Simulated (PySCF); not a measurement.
A structure optimised at PBE-D3(BJ)/def2-TZVPD, used in a PySCF frequency run:

```
P
H 1 1.4107
H 1 1.4107 2 109.47
H 1 1.4107 2 109.47 3 -120.00
H 1 1.4107 2 109.47 3 120.00
```
Charge +1, spin multiplicity 1.

Task: Write its SMILES, formula and point group.

Result: [PH4+], H4P, Td

Task: What are its rotational constants (standard atomic weights)?

Result: 94.477, 94.477, 94.477 GHz
